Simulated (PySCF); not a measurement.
C4H6ClF. Atoms are numbered in the order given.

```xyz
12

C      0.3799     2.2901     0.0000
C     -0.2166     0.9228     0.0000
F     -1.5669     0.9528     0.0000
C      0.4233    -0.2704     0.0000
C      1.9006    -0.5062     0.0000
Cl    -0.5444    -1.7310     0.0000
H      0.0379     2.8559     0.8925
H      0.0379     2.8559    -0.8925
H      1.4834     2.2693     0.0000
H      2.2016    -1.0941     0.8923
H      2.4709     0.4412     0.0000
H      2.2016    -1.0941    -0.8923
```

Geometry: PBE-D3(BJ)/def2-SVP.

Computed with PySCF with TDDFT-CAM-B3LYP/def2-SVPD.

Vertical excitations.  State labels are in the subgroup Cs.

Problem. Give excitation energies, oscillator strengths and character. (Estimate from the structure and the level; the computed values follow.)

Solution. 
```json
[
 {"state": "S1", "symmetry": "A\"", "energy (eV)": "6.00", "λ (nm)": "207", "f": "0.000", "main pairs": "HOMO→LUMO+2 66 %, HOMO→LUMO 18 %"},
 {"state": "S2", "symmetry": "A\"", "energy (eV)": "6.52", "λ (nm)": "190", "f": "0.005", "main pairs": "HOMO→LUMO 75 %, HOMO→LUMO+2 14 %"},
 {"state": "S3", "symmetry": "A'", "energy (eV)": "6.78", "λ (nm)": "183", "f": "0.483", "main pairs": "HOMO→LUMO+1 98 %"},
 {"state": "S4", "symmetry": "A\"", "energy (eV)": "7.54", "λ (nm)": "164", "f": "0.005", "main pairs": "HOMO→LUMO+3 88 %"},
 {"state": "S5", "symmetry": "A\"", "energy (eV)": "7.71", "λ (nm)": "161", "f": "0.000", "main pairs": "HOMO→LUMO+4 88 %"},
 {"state": "S6", "symmetry": "A'", "energy (eV)": "7.77", "λ (nm)": "160", "f": "0.010", "main pairs": "HOMO−1→LUMO+2 78 %"},
 {"state": "S7", "symmetry": "A\"", "energy (eV)": "7.82", "λ (nm)": "158", "f": "0.000", "main pairs": "HOMO−1→LUMO+1 97 %"},
 {"state": "S8", "symmetry": "A'", "energy (eV)": "8.34", "λ (nm)": "149", "f": "0.007", "main pairs": "HOMO→LUMO+6 97 %"},
 {"state": "S9", "symmetry": "A\"", "energy (eV)": "8.38", "λ (nm)": "148", "f": "0.017", "main pairs": "HOMO→LUMO+5 50 %, HOMO−2→LUMO+2 20 %, HOMO→LUMO+8 9 %, HOMO→LUMO+7 9 %"},
 {"state": "S10", "symmetry": "A\"", "energy (eV)": "8.63", "λ (nm)": "144", "f": "0.014", "main pairs": "HOMO→LUMO+8 60 %, HOMO→LUMO+5 16 %, HOMO→LUMO+9 9 %"},
 {"state": "T1", "symmetry": "A'", "energy (eV)": "3.99", "λ (nm)": "311", "f": "0", "main pairs": "HOMO→LUMO+1 92 %"},
 {"state": "T2", "symmetry": "A\"", "energy (eV)": "5.52", "λ (nm)": "225", "f": "0", "main pairs": "HOMO→LUMO+2 67 %, HOMO→LUMO 11 %"},
 {"state": "T3", "symmetry": "A\"", "energy (eV)": "6.40", "λ (nm)": "194", "f": "0", "main pairs": "HOMO→LUMO 78 %"},
 {"state": "T4", "symmetry": "A'", "energy (eV)": "7.03", "λ (nm)": "176", "f": "0", "main pairs": "HOMO−1→LUMO+2 72 %"}
]
```
Triplets are in the Tamm–Dancoff approximation, which puts them higher than full response would, so one can lie above its singlet here.
